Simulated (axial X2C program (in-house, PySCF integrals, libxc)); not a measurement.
## HfH⁺: cheaper levels and CCSD(T), two-component

Computed with an in-house relativistic program for diatomic molecules. Two-component (2c) means X2C with spin–orbit coupling and atomic mean-field two-electron Coulomb and Gaunt terms. Basis: Hf dyall-cv3z [13s14p9d7f4g], H dyall-v3z [6s2p1d] (cores contracted in-house); Gaussian nuclei, density fitting, unrestricted open shells. Masses: Hf 179.947 u, H 1.008 u.

State: Ω = 1 (⟨Sz⟩ = -0.96, ⟨Lz⟩ = 1.96 at HF); fragments Hf+ + H.

```
 level  Re (Å)  ωe (cm⁻¹)
  PBE0   1.777     1865.2
    HF   1.794     1896.7
   MP2   1.793     1883.3
  CCSD   1.804     1831.9
r2SCAN   1.772     1873.2
```

Correlated methods: 4 electrons correlated (number of frozen shells: Hf 5 s, 4 p, 2 d, 1 f; H none), 250 virtual spin orbitals or spinors in MP2, 57 natural virtuals in coupled cluster.

CCSD(T), same Hamiltonian and basis:

Re = 1.805 Å, ωe = 1825.7 cm⁻¹; T1 = 0.015 (Lee–Taylor normalisation).

Problem. Give the differences from CCSD(T) in the columns below.

Solution. 

```tsv
level	ΔRe (Å)	Δωe (cm⁻¹)
PBE0	-0.028	40
HF	-0.011	71
MP2	-0.012	58
CCSD	-0.001	6
r2SCAN	-0.033	48
```

Occupations by symmetry block were frozen at the best pattern of an incomplete PBE0 search. De is not given where an atomic determinant may have missed its ground term or J level, or where the truncated virtual space spoils (T). Density functionals use the spin component along the axis (collinear). Coupled cluster ran in a truncated set of natural virtual spinors; the MP2 energy of the rest was added. (T) has no such correction and the atoms are truncated less, which lowers De at CCSD(T) by a hundredth of an eV or more. Other states lie close and PBE0, whose exact exchange favours high spin, may order them wrongly; the determinant shown need not be the ground state. The nearest other 2c determinant of the search, Ω = 0, lies 0.32 eV up at the distance of the search. The functionals have no current-density term, which raises determinants with orbital currents, atoms included. With several unpaired electrons one determinant need not be a pure state. The outer-core s and p shells of the metal are frozen in the correlated rows, which leaves out core–valence correlation; for alkali and alkaline-earth bonds that tends to lengthen them. With the outer-core shells frozen, correlated bond lengths of heavy atoms tend to come out a few hundredths of an ångström too long.
